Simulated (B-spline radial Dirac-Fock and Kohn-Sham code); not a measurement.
## Photoionisation of tantalum ions at W Kα (59318.2 eV)

These are calculated numbers from a B-spline atomic structure program; the model is a relativistic central-field model (Hartree-Slater potential of the initial state, Latter tail, multipole expansion of the photon field, Dirac-Fock thresholds). Cross sections in kb; a dash marks an empty subshell or a threshold above the photon energy.

```csv
ion,configuration,total,2p3/2,3p3/2,3d3/2,4d3/2,5p3/2
Ta,[Xe] 4f14 5d3 6s2,0.9484,0.205,0.0450,0.00390,0.000916,0.00146
Ta²⁺,[Xe] 4f14 5d3,0.9481,0.205,0.0450,0.00390,0.000916,0.00147
Ta⁶⁺,[Xe] 4f13,0.9488,0.205,0.0450,0.00390,0.000925,0.00175
```
